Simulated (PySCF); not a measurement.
# Molecular orbitals of ZnP⁺

HSE06 at R = 2.326 Å; Zn x2c-SVPall, P x2c-SVPall; spin-free X2C with a Gaussian nucleus (PySCF 2.14). State: ³Σ⁻ (triplet), unpaired electrons π ↑↑. Only the outer orbitals are listed, counted within each symmetry.

| spin | orbital | occ. | ε (eV) | on Zn (%) | main shells (%) |
| --- | --- | --- | --- | --- | --- |
| α | 4π | 1 | -21.15 | 100 | 100 Zn d |
| α | 4π | 1 | -21.15 | 100 | 100 Zn d |
| α | 1δ | 1 | -21.06 | 100 | 100 Zn d |
| α | 1δ | 1 | -21.06 | 100 | 100 Zn d |
| α | 10σ | 1 | -20.88 | 85 | 84 Zn d, 15 P s |
| α | 11σ | 1 | -14.48 | 52 | 49 Zn s, 42 P p |
| α | 5π | 1 | -13.00 | 5 | 95 P p |
| α | 5π | 1 | -13.00 | 5 | 95 P p |
| α | 12σ | 0 | -10.01 | 67 | 48 Zn s, 33 P p, 19 Zn p |
| α | 6π | 0 | -5.51 | 94 | 94 Zn p |
| α | 6π | 0 | -5.51 | 94 | 94 Zn p |
| β | 4π | 1 | -21.11 | 100 | 100 Zn d |
| β | 4π | 1 | -21.11 | 100 | 100 Zn d |
| β | 1δ | 1 | -21.07 | 100 | 100 Zn d |
| β | 1δ | 1 | -21.07 | 100 | 100 Zn d |
| β | 10σ | 1 | -19.75 | 34 | 66 P s, 23 Zn d |
| β | 11σ | 1 | -13.88 | 61 | 61 Zn s, 28 P p, 10 P s |
| β | 12σ | 0 | -9.75 | 58 | 43 P p, 31 Zn s, 26 Zn p |
| β | 5π | 0 | -9.30 | 14 | 86 P p, 12 Zn p |
| β | 5π | 0 | -9.30 | 14 | 86 P p, 12 Zn p |

Task: Which are the highest filled and the lowest empty level, where do they sit, and how wide is the gap?

Result: Highest filled α 5π at -13.00 eV (in %: 95 P p); lowest empty α 12σ at -10.01 eV (in %: 48 Zn s, 33 P p, 19 Zn p); the gap at HSE06 is 2.99 eV.

| Item | Value |
| --- | --- |
| bond order (Mayer) | 1.18 |
| ⟨S²⟩ | 2.029 |
| charge on Zn (Mulliken, basis-dependent) | 0.55 |
| charge on Zn (Löwdin, basis-dependent) | 0.53 |
| dipole moment (positive dipole points towards P; it is taken about the centre of mass and depends on that origin) | -1.39 D |

The state was picked by a PBE0 search and need not be the measured ground state.
